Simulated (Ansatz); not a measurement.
`[Au][Au]` + H₂O → `[OH][Au]` + `[AuH]` at 700 K and 1 bar (formal hydrolysis of the Au–Au bond).

Gas-phase electronic energies from Ansatz, PBE0-D4/def2-TZVP geometries. CBS: MP2 limit from def2 TZ/QZ plus the TZ coupled-cluster correction, frozen cores. This one scheme is used for every species. def2 core potentials past Kr. For Au outer-core shells are correlated without core-valence functions, which leaves a few kJ/mol of doubt a bond.

| species | CCSD(T)/CBS energy (Eh) | H − E (kJ/mol) | S (J/(mol·K)) |
| --- | --- | --- | --- |
| `[Au][Au]` | -271.06425 | 26.3 | 302.1 |
| H₂O | -76.37941 | 80.5 | 218.4 |
| `[OH][Au]` | -211.25768 | 60.3 | 297.4 |
| `[AuH]` | -136.10998 | 34.1 | 236.5 |

H − E and S are ideal-gas, rigid-rotor, harmonic terms from PBE0-D4/def2-TZVP. 1 Eh = 2625.50 kJ/mol, R = 8.31446 J/(mol·K).

**Question.** By hand: ΔE, ΔH, ΔS and ΔG.

**Answer.** ΔE = (-211.25768) + (-136.10998) − (-271.06425) − (-76.37941) = 0.07600 Eh = 199.5 kJ/mol. Δ(H − E) = 60.3 + 34.1 − 26.3 − 80.5 = -12.4, so ΔH = 187.1 kJ/mol. ΔS = 297.4 + 236.5 − 302.1 − 218.4 = 13.4 J/(mol·K). ΔG = 187.1 − 700 × (13.4)/1000 = 177.7 kJ/mol.

**Question.** By hand: the equilibrium constant, and the temperature at which ΔG would vanish if ΔH and ΔS stayed fixed.

**Answer.** log₁₀ K = −ΔG/(RT ln 10) = -13.3. ΔG = 0 at ΔH/ΔS = 13963 K, far beyond where these terms or the molecules hold.

The number of gas molecules stays the same, so ΔS is small and ΔH decides. A doubt of 5 kJ/mol in ΔE shifts log₁₀ K by 0.4 here. These are equilibria of isolated gas molecules and say nothing of rates. Largest T1 diagnostic: 0.030 (customary marks: 0.02 for closed shells, 0.045 for open ones).
